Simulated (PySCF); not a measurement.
# Working out the ionisation energy of Se

Se [Ar] 3d10 4s2 4p4 (3P) → Se⁺ [Ar] 3d10 4s2 4p3 (4S). Calculation: PySCF 2.14, in def2-TZVPPD (7s6p5d1f, 57 functions); the non-relativistic Hamiltonian (point nucleus). Frozen: [Ne]. Energies in hartree (1 hartree = 27.21139 eV):

```csv
part,Se (lower),Se⁺ (upper)
UHF,-2399.827603,-2399.512074
CCSD correlation,-0.286993,-0.257689
(T),-0.008257,-0.006991
```

What does Hartree-Fock give?

(-2399.512074) − (-2399.827603) = 0.315529 hartree = 8.586 eV.

What do CCSD and CCSD(T) give?

The CCSD correlation energies differ by 0.029304 hartree = 0.797 eV and the triples by 0.001266 hartree = 0.034 eV, so CCSD gives 9.383 eV and CCSD(T) 9.417 eV.

Measured between the centres of the two terms (NIST): 9.635 eV, so CCSD(T) (valence and next inner shell) is off by -0.218 eV.

The calculation is non-relativistic.

What remains against the reference includes basis incompleteness, the frozen core and higher excitations.
